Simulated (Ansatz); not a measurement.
Energy profile

The step: GaH₃O₂ ([OH][GaH][OH]) + NH₃ → GaNH₄O₂ ([NH2][Ga]([OH])[OH]) + H₂; bonds formed: H2–H5; dative contacts that become bonds: Ga1–N6; bonds broken: Ga1–H2, H5–N6 (atoms numbered as in the saddle structure below).

```xyz
10
angstrom
Ga 0.5027 0.3040 -0.2659
H 0.4138 -1.5964 -0.2506
O 0.4100 0.9335 -1.9305
O 1.8513 0.8890 0.7415
H -0.4195 -1.2765 0.2044
N -1.1757 -0.1790 0.6311
H -0.2193 0.4772 -2.4906
H 1.9624 0.4147 1.5665
H -2.0540 0.0293 0.1714
H -1.2717 0.0042 1.6227
```

Electronic energies by CCSD(T) at an estimated basis limit (MP2 extrapolated from triple and quadruple zeta, plus CCSD(T) − MP2 in triple zeta), on PBE0-D4/def2-TZVP structures; GaNH6O2, singlet; no counterpoise correction. Ansatz 0.2.0; basis: def2-TZVPP and def2-QZVPP; cores frozen in the correlated methods. Filled d shells of the heavier atoms are correlated. The def2 sets are not built for correlating such inner shells, so the correlated values are less sure here. Extrapolation: Hartree–Fock as exp(−7.88 √X), correlation as X^−2.97.

Task: Give the profile in eV, counted from the separated reactants. (An estimate is asked for; the value comes from the calculation.)

Result: Computed:
| point | eV |
| --- | --- |
| separated: GaH3O2 (linked as [OH][GaH][OH]; Ga1, H2, O3, O4, H7, H8; singlet) + NH3 (H5, N6, H9, H10; singlet) | 0.000 |
| start structure | -1.007 |
| saddle | 1.089 |
| end structure | -0.103 |
| separated: GaNH4O2 (linked as [NH2][Ga]([OH])[OH]; Ga1, O3, O4, N6, H7, H8, H9, H10; singlet) + H2 (H2, H5; singlet) | -0.061 |

The T1 diagnostic stays at or below 0.015.

The step is the kind of exchange with an N–H group that builds nitride films in atomic layer and chemical vapour deposition.

For scale, one of the runs: CCSD(T)/def2-TZVPP, 225 basis functions, launched by `ansatz run in.yaml --threads 4 --pin off --events-out ev --progress --plain --max-ram 9574MiB`. Hardware: 4 CPU threads of an AMD EPYC 9R45, shared host. Wall time 49 s; peak host memory 3.9 GiB.
